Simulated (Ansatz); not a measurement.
All numbers were calculated with Ansatz.

A structure relaxed at PBE0-D4/def2-TZVP, charge 0, multiplicity 1:

```json
{"atom": "O1", "x (Å)": "-0.300", "y (Å)": "1.438", "z (Å)": "-2.208"}
{"atom": "Si2", "x (Å)": "-1.636", "y (Å)": "0.523", "z (Å)": "-2.088"}
{"atom": "O3", "x (Å)": "-1.225", "y (Å)": "-1.047", "z (Å)": "-2.109"}
{"atom": "Si4", "x (Å)": "-0.406", "y (Å)": "-2.266", "z (Å)": "-1.418"}
{"atom": "O5", "x (Å)": "1.180", "y (Å)": "-1.919", "z (Å)": "-1.404"}
{"atom": "Si6", "x (Å)": "2.368", "y (Å)": "-0.925", "z (Å)": "-0.920"}
{"atom": "O7", "x (Å)": "2.106", "y (Å)": "0.565", "z (Å)": "-1.510"}
{"atom": "Si8", "x (Å)": "1.139", "y (Å)": "1.866", "z (Å)": "-1.591"}
{"atom": "O9", "x (Å)": "0.932", "y (Å)": "2.484", "z (Å)": "-0.104"}
{"atom": "Si10", "x (Å)": "0.407", "y (Å)": "2.267", "z (Å)": "1.417"}
{"atom": "O11", "x (Å)": "-1.179", "y (Å)": "1.918", "z (Å)": "1.401"}
{"atom": "Si12", "x (Å)": "-2.369", "y (Å)": "0.924", "z (Å)": "0.920"}
{"atom": "O13", "x (Å)": "-2.409", "y (Å)": "0.866", "z (Å)": "-0.702"}
{"atom": "O14", "x (Å)": "-2.107", "y (Å)": "-0.565", "z (Å)": "1.512"}
{"atom": "Si15", "x (Å)": "-1.139", "y (Å)": "-1.865", "z (Å)": "1.592"}
{"atom": "O16", "x (Å)": "-0.930", "y (Å)": "-2.481", "z (Å)": "0.104"}
{"atom": "O17", "x (Å)": "0.299", "y (Å)": "-1.437", "z (Å)": "2.211"}
{"atom": "Si18", "x (Å)": "1.636", "y (Å)": "-0.524", "z (Å)": "2.088"}
{"atom": "O19", "x (Å)": "2.406", "y (Å)": "-0.869", "z (Å)": "0.702"}
{"atom": "O20", "x (Å)": "1.226", "y (Å)": "1.047", "z (Å)": "2.107"}
{"atom": "H21", "x (Å)": "-2.522", "y (Å)": "0.808", "z (Å)": "-3.220"}
{"atom": "H22", "x (Å)": "-0.627", "y (Å)": "-3.495", "z (Å)": "-2.184"}
{"atom": "H23", "x (Å)": "3.652", "y (Å)": "-1.425", "z (Å)": "-1.419"}
{"atom": "H24", "x (Å)": "1.756", "y (Å)": "2.876", "z (Å)": "-2.454"}
{"atom": "H25", "x (Å)": "0.626", "y (Å)": "3.494", "z (Å)": "2.186"}
{"atom": "H26", "x (Å)": "-3.651", "y (Å)": "1.426", "z (Å)": "1.419"}
{"atom": "H27", "x (Å)": "-1.756", "y (Å)": "-2.878", "z (Å)": "2.453"}
{"atom": "H28", "x (Å)": "2.523", "y (Å)": "-0.807", "z (Å)": "3.219"}
```

(1) Give its formula and SMILES.

(2) Point group (tolerance 0.08 Å, 0.16 Å for H)?

(3) Summarise the bond lengths by kind.

Results:

(1) H8O12Si8, `O1[SiH]2O[SiH]3O[SiH]4O[SiH]1O[SiH]1O[SiH](O2)O[SiH](O3)O[SiH](O4)O1`.

(2) Oh.

(3) 24 × O–Si 1.623 Å; 8 × H–Si 1.465 Å.
